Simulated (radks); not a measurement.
The numbers below are computed, except where a source is named.
The nuclear charge of neutral vanadium is varied continuously with 23 electrons held in [Ar] 3d3 4s2. Code: a radial shooting solver on a logarithmic mesh with Libxc functionals. Model: non-relativistic Kohn-Sham, LDA (Slater exchange, Perdew-Wang correlation), spin-polarised, spherical densities, point nucleus; open shells are filled with parallel spins first. By the Hellmann-Feynman theorem dE/dZ = E(electron-nucleus)/Z, the electronic potential at the nucleus.

Z	E (hartree)	E(electron-nucleus)/Z (hartree)	HOMO	e(HOMO) (eV)	<r> HOMO (bohr)
22.8	-922.41114	-96.0615	4s	-3.048	3.672
22.9	-932.04482	-96.6120	4s	-3.704	3.570
23	-941.73350	-97.1615	4s	-4.391	3.476
23.1	-951.47708	-97.7101	4s	-5.107	3.389
23.2	-961.27549	-98.2579	4s	-5.852	3.308
23.3	-971.12865	-98.8051	4s	-6.623	3.232
23.4	-981.03649	-99.3516	4s	-7.422	3.162
23.5	-990.99895	-99.8975	4s	-8.246	3.095
23.6	-1001.01597	-100.443	4s	-9.096	3.033
23.7	-1011.08751	-100.988	4s	-9.970	2.974
23.8	-1021.21351	-101.532	4s	-10.869	2.918
23.9	-1031.39393	-102.076	4s	-11.791	2.865
24	-1041.62873	-102.620	4s	-12.737	2.814

The central difference of E at Z = 23 is -97.161 hartree, to compare with the third column; the second derivative is -5.49 hartree.
